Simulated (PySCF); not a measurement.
C₂H₈N₂Si₂, SMILES CC1=N[Si@@H](N)[SiH2]1. Atoms are numbered in the order given.

```xyz
14

C      2.6842    -0.6847     0.2643
C      1.2470    -0.2988     0.0626
N      0.3432    -1.1595    -0.2964
Si    -1.1430    -0.1516    -0.5463
N     -2.5918    -0.5510     0.2955
Si     0.3727     1.4162     0.3000
H      3.0093    -0.4374     1.2892
H      3.3291    -0.1065    -0.4195
H      2.8218    -1.7602     0.0786
H     -1.4987    -0.1511    -1.9893
H     -3.2747    -1.1821    -0.1166
H     -2.6179    -0.5916     1.3109
H      0.2537     1.7808     1.7461
H      0.9153     2.6188    -0.4056
```

Geometry: TPSSh-D3(BJ)/def2-SVP. The structure was generated by enumeration; whether it is a known compound was not checked. The values are those of a single conformer.

Two levels are set side by side: PBE/pcSseg-1 (PySCF) and KT2/pcSseg-1 (PySCF). GIAO shifts against NH3 (¹⁵N), TMS (²⁹Si), TMS (¹H), TMS (¹³C) at the same level; non-relativistic, no solvent, atoms listed together averaged. Differences are taken from unrounded values.

```
quantity                KT2    PBE  PBE minus KT2
--------------------  -----  -----  -------------
δ(¹³C) of C1 (ppm)     38.1   39.4            1.2
δ(¹³C) of C2 (ppm)    203.1  217.8           14.7
δ(¹⁵N) of N3 (ppm)    516.5  549.4           32.9
δ(²⁹Si) of Si4 (ppm)  -29.8  -32.8           -2.9
δ(¹⁵N) of N5 (ppm)     39.8   41.5            1.7
δ(²⁹Si) of Si6 (ppm)  -23.8  -27.6           -3.7
δ(¹H) of H10 (ppm)     5.39   5.43           0.04
```

Rough cost on one machine, each run with all the roots and properties that it gave: KT2 against PBE within a factor of 2.
